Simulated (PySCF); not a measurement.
# The first ionisation energy along the 4d series

Calculated with PySCF 2.14 from differences of total energies of unrestricted determinants, without spin-orbit coupling. Values in eV. The last column holds reference values (NIST; (s) semi-empirical, (t) theoretical, else measured). Unmarked ones compare directly (S terms, centres of terms, or small fine structure); those marked * lie between the lowest fine-structure levels and include a spin-orbit shift.

| element | configurations | MP2 (valence and next inner shell) | SCS-MP2 (valence and next inner shell) | CCSD(T) (valence and next inner shell) | CCSD(T) (valence) | LDA | r2SCAN | reference |
| --- | --- | --- | --- | --- | --- | --- | --- | --- |
| Zr (aug-cc-pwCVDZ-PP with ECP28MDF, ECP) | [Kr] 4d2 5s2 → [Kr] 4d2 5s1 | 6.332 | 6.418 | 6.526 | 6.380 | 6.730 | 6.133 | 6.639 |
| Nb (aug-cc-pwCVDZ-PP with ECP28MDF, ECP) | [Kr] 4d4 5s1 → [Kr] 4d4 | 6.784 | 6.444 | 6.772 | 6.527 | 7.469 | n/a | 6.776 |
| Mo (aug-cc-pwCVDZ-PP with ECP28MDF, ECP) | [Kr] 4d5 5s1 → [Kr] 4d5 | 7.117 | 6.732 | 7.080 | 6.849 | 7.783 | 7.574 | 7.092 |
| Tc (aug-cc-pwCVDZ-PP with ECP28MDF, ECP) | [Kr] 4d5 5s2 → [Kr] 4d5 5s1 | 6.832 | 6.960 | 6.965 | 6.875 | 7.327 | 6.570 | 7.119 |
| Ru (aug-cc-pwCVDZ-PP with ECP28MDF, ECP) | [Kr] 4d7 5s1 → [Kr] 4d7 | 7.386 | 7.103 | 7.341 | 7.154 | 8.110 | 7.762 | 7.365 |
| Rh (aug-cc-pwCVDZ-PP with ECP28MDF, ECP) | [Kr] 4d8 5s1 → [Kr] 4d8 | 7.464 | 7.214 | 7.417 | 7.254 | 8.213 | 7.822 | 7.479 |
| Pd (aug-cc-pwCVDZ-PP with ECP28MDF, ECP) | [Kr] 4d10 → [Kr] 4d9 | 8.722 | 8.407 | 8.201 | 8.225 | 9.254 | 8.458 | 8.512 |
| Ag (aug-cc-pwCVDZ-PP with ECP28MDF, ECP) | [Kr] 4d10 5s1 → [Kr] 4d10 | 7.562 | 7.367 | 7.489 | 7.370 | 8.372 | 7.911 | 7.576 |
| Cd (aug-cc-pwCVDZ-PP with ECP28MDF, ECP) | [Kr] 4d10 5s2 → [Kr] 4d10 5s1 | 8.900 | 8.846 | 8.860 | 8.778 | 9.490 | 8.943 | 8.994 |

```csv
method,elements,mean error (eV),mean absolute error (eV),largest error (eV)
MP2 (valence and next inner shell),9,-0.051,0.109,-0.307
SCS-MP2 (valence and next inner shell),9,-0.229,0.229,-0.361
CCSD(T) (valence and next inner shell),9,-0.100,0.100,-0.312
CCSD(T) (valence),9,-0.238,0.238,-0.288
LDA,9,0.577,0.577,0.796
r2SCAN,8,0.050,0.340,-0.549
```

Errors include the incompleteness of the basis and the frozen core.

"Valence" correlates the outer s and p shells and, in groups 3 to 12 and the f block, the outer d or f shell, open or full, or the next shell where the ion has no valence electron left; the wider scheme adds the next inner shell.
